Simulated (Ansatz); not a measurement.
Species: C$_{3}$H$_{3}$F, SMILES `C(F)=C=C` (charge 0, multiplicity 1), formula C$_{3}$H$_{3}$F.

Task: How many basis functions does Ansatz (a quantum-chemistry and plane-wave program) with frozen-core CCSD(T)/cc-pVTZ // PBE0-D3(BJ)/def2-TZVP use, how many core orbitals are frozen, and how many electrons are correlated?

Result: 162 basis functions and 4 frozen orbitals, which leaves 22 correlated electrons. Core time is of the order of seconds.
